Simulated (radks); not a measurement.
Results of a calculation; reference values are marked as such.
Isoelectronic series with 4 electrons, all held in the configuration [He] 2s2, which need not be the ground one along the series. Code: a radial shooting solver on a logarithmic mesh with Libxc functionals. Model: scalar-relativistic Kohn-Sham, SCAN, spin-polarised, spherical densities, finite nucleus; meta-GGA in the generalised Kohn-Sham scheme; Fermi nuclear charge, rms radius of each element as measured or else 0.836 A^(1/3) + 0.57 fm. Total energies (hartree) and orbital eigenvalues (eV):

ion	E (hartree)	2s	1s
Mg8+	-162.35238	-310.5980	-1581.258
Al9+	-192.15080	-379.6060	-1888.721
Si10+	-224.48281	-455.5090	-2223.725
P11+	-259.35146	-538.3226	-2586.291
S12+	-296.76730	-628.0644	-2976.541
Cl13+	-336.73469	-724.7537	-3394.510
Ar14+	-379.26058	-828.4111	-3840.269
